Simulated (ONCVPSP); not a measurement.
## Sm (Z = 62) ONCV: all-electron and pseudo phase curves

samarium, optimised norm-conserving Vanderbilt (ONCV), made with ONCVPSP 4.0.1 (PBE, scalar-relativistic). Core [Kr] 4d10 4f5, reference 5s2 5p6 5d1 6s1 (charge +1). Waves: 5s+6s: rc 1.85 bohr, ncon 4, nbas 7, qcut 6.3 1/bohr, 2 projectors; 5p: rc 2.20 bohr, ncon 5, nbas 9, qcut 5.8 1/bohr, 3 projectors, debl 3.7 Ha; 5d: rc 2.35 bohr, ncon 4, nbas 8, qcut 3.5 1/bohr, 2 projectors, debl 1.4 Ha; f scattering state at 0.22 Ha: rc 2.05 bohr, ncon 3, nbas 7, qcut 4.7 1/bohr, 2 projectors, debl 3.8 Ha. Local part: polynomial inside 1.50 bohr (lpopt 3, dvloc0 3 Ha). Core correction: polynomial model core, fcfact 0.6.

The phase is arctan(r·R′/R) of the radial function R(r), unwrapped; energies in Ha, scanned from -3 to 5 Ha. A pole is an energy at which the radial function vanishes at the test radius. The pseudo phase is shifted by a multiple of π to meet the all-electron one at the reference energy, and phase errors are pseudo minus all-electron; the curves can meet again beyond the range given. Levels narrower than the energy grid can be missing from the lists of poles.

For each channel, where are the poles, and over which energies does the pseudopotential scatter like the atom?

| channel | radius (bohr) | reference energy (Ha) | poles, all-electron | poles, pseudo | unbroken range about the reference energy with phases within 0.05 rad | phase error 1 Ha above the reference energy (rad) |
| --- | --- | --- | --- | --- | --- | --- |
| s | 1.88 | -0.33 | -1.15 | -1.15 | the whole range | -0.000 |
| p | 2.24 | -1.18 | -0.70, 4.64 | -0.70, 4.64 | the whole range | -0.000 |
| d | 2.39 | -0.31 | 0.56 | 0.56 | the whole range | -0.000 |
| f | 2.08 | 0.22 | -0.42, 3.32 | 2.86 | -0.1 to 0.4 | -0.450 |

Phases in the p channel:

```tsv
E (Ha)	all-electron	pseudo
-2.98	1.257	1.257
-2.76	1.224	1.224
-2.54	1.177	1.177
-2.32	1.108	1.108
-2.10	0.991	0.991
-1.88	0.756	0.756
-1.66	0.180	0.180
-1.44	-0.738	-0.738
-1.22	-1.222	-1.222
-1.00	-1.428	-1.428
-0.78	-1.541	-1.541
-0.56	-1.618	-1.618
-0.34	-1.680	-1.680
-0.12	-1.736	-1.736
0.10	-1.796	-1.796
0.32	-1.865	-1.865
0.54	-1.956	-1.956
0.76	-2.090	-2.090
0.98	-2.312	-2.312
1.20	-2.713	-2.713
1.42	-3.320	-3.320
1.64	-3.840	-3.840
1.86	-4.136	-4.136
2.08	-4.302	-4.302
2.30	-4.404	-4.404
2.52	-4.473	-4.473
2.74	-4.523	-4.523
2.96	-4.561	-4.561
3.18	-4.592	-4.592
3.40	-4.617	-4.617
3.62	-4.638	-4.638
3.84	-4.657	-4.657
4.06	-4.674	-4.674
4.28	-4.689	-4.689
4.50	-4.704	-4.704
4.72	-4.717	-4.717
4.94	-4.731	-4.731
```
